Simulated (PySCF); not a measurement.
Ge(H)2(Me)(vinyl) (C3H8Ge), SMILES C=[CH][GeH2][CH3].

The structure is a stationary point at PBE0-D3(BJ)/def2-SVP. This is a generated structure with no PubChem entry under its InChIKey; it may be hypothetical. Other conformers were not sampled.

Two levels are set side by side: TDDFT-PBE/def2-SVPD (PySCF) and TDDFT-M06-2X/def2-SVPD (PySCF). Vertical, same geometry. The lowest singlet is HOMO−1→LUMO 91 % with PBE and HOMO−1→LUMO 89 % with the other functional; states are paired by order. Differences are taken from unrounded values.

```
quantity                               TDDFT-M06-2X
-------------------------------------  ------------
lowest singlet excitation (eV)                 6.44
lowest triplet excitation (TDA) (eV)           4.68
first bright state (f over 0.05) (eV)          7.30
its oscillator strength                        0.40
```

### Question
What does TDDFT-PBE give, and how far is it from TDDFT-M06-2X? (Estimate from the structure and the level; the computed values follow.)

### Answer

```
quantity                               TDDFT-PBE  TDDFT-PBE minus TDDFT-M06-2X
-------------------------------------  ---------  ----------------------------
lowest singlet excitation (eV)              6.15                         -0.29
lowest triplet excitation (TDA) (eV)        4.39                         -0.29
first bright state (f over 0.05) (eV)       6.53                         -0.76
its oscillator strength                     0.17                         -0.24
```

Functionals without exact exchange tend to place singlet excitations lower, as here. Differences between two approximate levels are no errors against the true value.

Rough cost on one machine, each run with all the roots and properties that it gave: TDDFT-M06-2X against TDDFT-PBE about 20 times.
